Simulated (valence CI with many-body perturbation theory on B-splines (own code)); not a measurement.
**Level structure of Xe¹⁵⁺**

Level of theory: configuration interaction combined with many-body perturbation theory (CI+MBPT): three valence electrons over a frozen Dirac-Fock core [Kr], radial functions for each j: 7 s, 7 p, 8 d, 6 f, 4 g, 1 h, with the one-electron correlation potential Σ1, the two-electron term Σ2, the three-electron term Σ3, Breit, model QED; selected CI, second order for the rest, scaled by the run's own slope (own B-spline code, finite nucleus).

No measured spectrum was set against this ion. As an estimate, terms of the open shell hold to 2 to 4 % of their energy, and close levels can change places. Excitations out of the core, of the other parity, are not computed and may begin above about 64.6 eV (a cautious bound); beyond it only levels of the ground parity were kept, without lifetimes.

Levels 1 to 34 of 34, with energies above the lowest level, 4d3 4F_3/2. "Leading %" is the weight of the configuration and term that name the level; weights of strongly mixed levels are sums over their largest components and can fall short. In the jj column 3d3/2^4 stands for four electrons in 3d with j = 3/2.

```csv
No.,Configuration,Term,J,E (eV),Leading %,g,Leading jj,Second component
1,4d3,4F,3/2,0.00,84,0.474,4d3/2^3 (71 %),13 % 4d3 2D
2,4d3,4F,5/2,1.43,95,1.035,4d3/2^2 4d5/2 (90 %),4 % 4d3 2D
3,4d3,4F,7/2,2.60,86,1.195,4d3/2^2 4d5/2 (54 %),12 % 4d3 2G
4,4d3,4F,9/2,3.40,60,1.224,4d3/2^2 4d5/2 (62 %),30 % 4d3 2G
5,4d3,4P,3/2,3.60,52,1.423,4d3/2^2 4d5/2 (78 %),31 % 4d3 2P
6,4d3,4P,1/2,4.10,75,2.171,4d3/2^2 4d5/2 (94 %),25 % 4d3 2P
7,4d3,2G,7/2,5.45,84,0.941,4d3/2 4d5/2^2 (66 %),13 % 4d3 4F
8,4d3,2H,9/2,5.64,57,1.061,4d3/2 4d5/2^2 (48 %),30 % 4d3 4F
9,4d3,4P,5/2,5.87,91,1.561,4d3/2 4d5/2^2 (60 %),7 % 4d3 2D
10,4d3,2D,3/2,6.72,47,1.169,4d3/2 4d5/2^2 (93 %),38 % 4d3 4P
11,4d3,2P,1/2,7.15,75,1.163,4d3/2 4d5/2^2 (94 %),25 % 4d3 4P
12,4d3,2H,11/2,7.58,100,1.090,4d3/2 4d5/2^2 (100 %),
13,4d3,2D,5/2,8.28,92,1.206,4d3/2 4d5/2^2 (67 %),
14,4d3,2G,9/2,8.71,58,1.065,4d5/2^3 (78 %),33 % 4d3 2H
15,4d3,2F,5/2,9.63,87,0.906,4d3/2 4d5/2^2 (52 %),11 % 4d3 2D
16,4d3,2F,7/2,9.77,95,1.131,4d3/2 4d5/2^2 (87 %),4 % 4d3 2G
17,4d3,2P,3/2,9.82,58,1.190,4d5/2^3 (84 %),30 % 4d3 2D
18,4d3,2D,3/2,14.57,99,0.805,4d3/2 4d5/2^2 (83 %),
19,4d3,2D,5/2,14.82,85,1.172,4d5/2^3 (66 %),11 % 4d3 2F
20,4d2 5s,4F,3/2,113.76,90,0.437,4d3/2^2 5s (90 %),9 % 4d2 5s 2D
21,4d2 5s,4F,5/2,114.26,65,1.009,4d3/2^2 5s (86 %),24 % 4d2 5s 2F
22,4d2 5s,4F,7/2,116.12,91,1.228,4d3/2 4d5/2 5s (97 %),9 % 4d2 5s 2F
23,4d2 5s,2F,5/2,116.71,64,0.929,4d3/2 4d5/2 5s (91 %),32 % 4d2 5s 4F
24,4d2 5s,4P,1/2,117.67,85,2.462,4d3/2^2 5s (76 %),8 % 4d2 5s 2P
25,4d2 5s,4F,9/2,117.68,88,1.308,4d3/2 4d5/2 5s (52 %),11 % 4d2 5s 2G
26,4d2 5s,4P,5/2,118.47,52,1.372,4d3/2 4d5/2 5s (95 %),36 % 4d2 5s 2D
27,4d2 5s,4P,3/2,118.58,69,1.449,4d3/2 4d5/2 5s (95 %),24 % 4d2 5s 2D
28,4d2 5s,2F,7/2,118.72,72,1.093,4d3/2 4d5/2 5s (68 %),21 % 4d2 5s 2G
29,4d2 5s,2D,3/2,119.17,35,1.209,4d3/2 4d5/2 5s (89 %),35 % 4d2 5s 2P
30,4d2 5s,2P,1/2,119.80,88,0.884,4d3/2 4d5/2 5s (90 %),10 % 4d2 5s 4P
31,4d2 5s,2G,9/2,121.10,88,1.135,4d5/2^2 5s (52 %),11 % 4d2 5s 4F
32,4d2 5s,2G,7/2,121.29,78,0.946,4d5/2^2 5s (65 %),18 % 4d2 5s 2F
33,4d2 5s,2D,5/2,121.42,50,1.372,4d5/2^2 5s (99 %),46 % 4d2 5s 4P
34,4d2 5s,2P,3/2,122.08,62,1.167,4d5/2^2 5s (92 %),32 % 4d2 5s 2D
```

Names give the largest LS component (configuration and term), which can be under half, so a name can repeat, a term be missing and a line seem to break the LS rules; names also repeat where a configuration has a term twice.

Where two levels of one J and parity lie close, their mixing, g and order are uncertain.

The ionisation energy to 4d2 3F_2 of the next ion comes out as 374.34 eV (NIST: 374 ± 3 eV (theoretical)). All 34 levels together are meant to be complete up to 64.59 eV.
